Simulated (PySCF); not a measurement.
Cl$_{3}$Se (SMILES Cl[Se](Cl)Cl), doublet, geometry from GFN2-xTB (the spin is typed, not shown lowest); B3LYP/3-21G run with PySCF.

Here is a job for PySCF.
```python
from pyscf import gto, scf, dft

mol = gto.M(
    atom='''
Se   -0.32499505    0.23694298    0.17644579
Cl   -1.55314458   -1.69638058   -0.03985971
Cl    0.72235464    2.01762413   -0.83603265
Cl    1.48078005   -0.79512952    0.52300078
''',
    basis='3-21g',
    spin=1,
    verbose=4,
)

mf = dft.UKS(mol)
mf.xc = 'b3lyp'
mf.grids.level = 7
mf.kernel()
```

What the program printed (banner, timings and long lists left out):

```
PySCF version 2.14.0

[INPUT] verbose = 4
[INPUT] num. atoms = 4
[INPUT] num. electrons = 85
[INPUT] charge = 0
[INPUT] spin (= nelec alpha-beta = 2S) = 1
[INPUT] symmetry False subgroup None
[INPUT] Mole.unit = angstrom
[INPUT] Symbol           X                Y                Z      unit          X                Y                Z       unit  Magmom
[INPUT]  1 Se    -0.324995050000   0.236942980000   0.176445790000 AA   -0.614151636339   0.447757339338   0.333434218933 Bohr   0.0
[INPUT]  2 Cl    -1.553144580000  -1.696380580000  -0.039859710000 AA   -2.935017888053  -3.205694699231  -0.075323935305 Bohr   0.0
[INPUT]  3 Cl     0.722354640000   2.017624130000  -0.836032650000 AA    1.365052434409   3.812757028014  -1.579872739694 Bohr   0.0
[INPUT]  4 Cl     1.480780050000  -0.795129520000   0.523000780000 AA    2.798268745220  -1.502577026357   0.988328237134 Bohr   0.0

nuclear repulsion = 540.640897792877
number of shells = 31
number of NR pGTOs = 135
number of NR cGTOs = 61
basis = 3-21g
ecp = {}

******** <class 'pyscf.dft.uks.UKS'> ********
method = UKS
initial guess = minao
damping factor = 0
level_shift factor = 0
DIIS = <class 'pyscf.scf.diis.CDIIS'>
diis_start_cycle = 1
diis_space = 8
diis_damp = 0
SCF conv_tol = 1e-09
SCF conv_tol_grad = None
SCF max_cycles = 50
direct_scf = True
direct_scf_tol = 1e-13
number electrons alpha = 43  beta = 42
XC library pyscf.dft.libxc version 7.1.2
    S. Lehtola, C. Steigemann, M. J. T. Oliveira, and M. A. L. Marques,  SoftwareX 7, 1–5 (2018)
XC functionals = b3lyp
    P. J. Stephens, F. J. Devlin, C. F. Chabalowski, and M. J. Frisch,  J. Phys. Chem. 98, 11623 (1994)
radial grids:
    Treutler-Ahlrichs [JCP 102, 346 (1995); DOI:10.1063/1.469408] (M4) radial grids

becke partition: Becke, JCP 88, 2547 (1988); DOI:10.1063/1.454033
pruning grids: <function nwchem_prune>
grids dens level: 7
symmetrized grids: False
atomic radii adjust function: <function treutler_atomic_radii_adjust>
small_rho_cutoff = 0
Set gradient conv threshold to 3.16228e-05
tot grids = 342688
init E= -3761.3608609503

cycle= 1 E= -3764.05534317857  delta_E= -2.69  |g|= 0.32  |ddm|= 1.81
cycle= 2 E= -3763.85981132332  delta_E= 0.196  |g|= 0.613  |ddm|= 1.47
cycle= 3 E= -3764.14498918731  delta_E= -0.285  |g|= 0.0412  |ddm|= 0.952
cycle= 4 E= -3764.14527842055  delta_E= -0.000289  |g|= 0.0375  |ddm|= 0.114
cycle= 5 E= -3764.14623903148  delta_E= -0.000961  |g|= 0.00444  |ddm|= 0.0585
cycle= 6 E= -3764.14625987388  delta_E= -2.08e-05  |g|= 0.00126  |ddm|= 0.01
cycle= 7 E= -3764.14626261992  delta_E= -2.75e-06  |g|= 0.000261  |ddm|= 0.00542
cycle= 8 E= -3764.1462628045  delta_E= -1.85e-07  |g|= 5.23e-05  |ddm|= 0.0015
cycle= 9 E= -3764.14626281748  delta_E= -1.3e-08  |g|= 1.82e-05  |ddm|= 0.000457
cycle= 10 E= -3764.1462628184  delta_E= -9.19e-10  |g|= 5.08e-06  |ddm|= 0.000116
Extra cycle  E= -3764.1462628184  delta_E= -9.09e-13  |g|= 7.96e-06  |ddm|= 2.82e-05
converged SCF energy = -3764.1462628184  <S^2> = 0.75369486  2S+1 = 2.0036915
```
